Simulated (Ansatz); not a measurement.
Consider the ligand exchange at the Si–Cl bond: `O[SiH](O)[SiH2]Cl` + NH₃ → `N[SiH2][SiH](O)O` + HCl.

Calculated with Ansatz (gas phase, PBE0-D4/def2-TZVP geometries, no zero-point term in ΔE). CCSD(T)/CBS adds triple-zeta CCSD(T) − MP2 to the extrapolated MP2 energy (def2 sets, frozen cores). This one scheme is used for every species. Functionals use def2-TZVPP. B3LYP here is the variant with VWN-RPA as its local correlation; programs differ in this. One conformer a species, not always the lowest.

`O[SiH](O)[SiH2]Cl`:

```xyz
10

O     0.293    0.096    1.898
Si    0.096    0.775    0.416
O     1.503    1.185   -0.326
Si   -0.863   -0.829   -1.006
Cl   -0.098   -2.641   -0.335
H     0.594   -0.816    1.916
H    -0.737    1.977    0.672
H     2.056    1.853    0.085
H    -0.503   -0.693   -2.439
H    -2.341   -0.908   -0.882
```

NH₃:

Z-matrix (Å, degrees):
```
N
H 1 1.013
H 1 1.013 2 107.1
H 1 1.013 2 107.1 3 -114.5
```

`N[SiH2][SiH](O)O`:

Cartesian coordinates in Å:
```
N 1.540 0.402 -1.056
Si 1.194 -0.120 0.562
Si -1.139 -0.307 0.574
O -1.644 1.236 0.267
O -1.609 -1.369 -0.597
H 1.109 1.259 -1.369
H 2.487 0.344 -1.399
H 1.845 -1.448 0.737
H 1.706 0.759 1.658
H -1.791 -0.827 1.805
H -2.589 1.397 0.234
H -1.110 -1.327 -1.416
```

HCl:

```xyz
2

Cl    0.505   -0.015   -0.392
H    -0.505    0.015    0.392
```

| level | ΔE (kcal/mol) | difference from CCSD(T)/CBS |
| --- | --- | --- |
| r2SCAN-D4 | 13.6 | 0.5 |
| ωB97M-V | 12.9 | -0.2 |
| r2SCAN | 13.6 | 0.5 |
| B3LYP | 12.8 | -0.3 |
| HF/def2-TZVPP | 13.2 | 0.1 |
| MP2/def2-TZVPP | 12.6 | -0.5 |
| CCSD/def2-TZVPP | 11.9 | -1.2 |
| SCS-MP2/def2-QZVPP | 12.9 | -0.2 |
| MP2/CBS(def2) | 13.8 | 0.7 |
| CCSD/CBS(def2) | 13.0 | -0.1 |
| CCSD(T)/CBS | 13.1 | 0 |

Largest T1 diagnostic among the species: 0.012.

CCSD(T)/CBS has its own doubt, a few kJ/mol and more with outer-core shells, so smaller differences from it don't rank the levels.
